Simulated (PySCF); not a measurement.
Spinor energies of Ho²⁷⁺ (holmium, charge +27)

Start: [Kr] 4d4; 4d3/2 filled at m_j = -3/2, -1/2, +1/2, +3/2. Calculated with PySCF 2.14 in an even-tempered Gaussian basis (17 s from 2.3 bohr⁻², ratio 2.8; 14 p from 2.9 bohr⁻², ratio 2.8; 9 d from 2.9 bohr⁻², ratio 2.8; 3 f from 12 bohr⁻², ratio 3): generalised Hartree-Fock with the X2C-1e Hamiltonian and a Gaussian nucleus; one run each with spin-orbit coupling (SO) switched off, then screened by Boettger's factors.

| spinor shell | electrons | ε, spin-free (eV) | ε, screened SO (eV) | weight of nominal j (screened SO) | rms radius, screened SO (bohr) |
| --- | --- | --- | --- | --- | --- |
| 1s1/2 | 2 | -56826.8 | -56813.5 | 1.000 | 0.0236 |
| 2s1/2 | 2 | -10407.2 | -10402.4 | 1.000 | 0.0953 |
| 2p1/2 | 2 | -9322.5 | -9930.3 | 1.000 | 0.0814 |
| 2p3/2 | 4 | -9322.5 | -9064.2 | 1.000 | 0.0881 |
| 3s1/2 | 2 | -3079.8 | -3077.7 | 1.000 | 0.244 |
| 3p1/2 | 2 | -2741.9 | -2872.4 | 1.000 | 0.235 |
| 3p3/2 | 4 | -2741.9 | -2684.7 | 1.000 | 0.248 |
| 3d3/2 | 4 | -2313.9 | -2340.0 | 1.000 | 0.220 |
| 3d5/2 | 6 | -2313.9 | -2294.0 | 1.000 | 0.224 |
| 4s1/2 | 2 | -1264.9 | -1264.1 | 1.000 | 0.512 |
| 4p1/2 | 2 | -1136.1 | -1181.9 | 1.000 | 0.518 |
| 4p3/2 | 4 | -1136.1 | -1115.2 | 1.000 | 0.544 |
| 4d3/2 | 4 | -983.16 | -985.00 | 1.000 | 0.540 |

```csv
quantity,spin-free,screened SO
E (hartree),-12258.64376,-12269.18283
M_J,0,0
⟨J²⟩,4.002,0.000
⟨L²⟩,6.002,2.452
⟨S²⟩,6.000,2.452
```

Breit and QED terms are absent; they matter most for the inner s and p1/2 levels.

Densities and radii are taken from the X2C orbitals without a picture-change correction, which distorts them close to the nucleus.

Without spin-orbit coupling the j labels of p, d and f shells carry no meaning; the spin-free column gives the mean over the occupied spinors of each nl shell, and its ⟨J²⟩ belongs to a mixture of degenerate components.
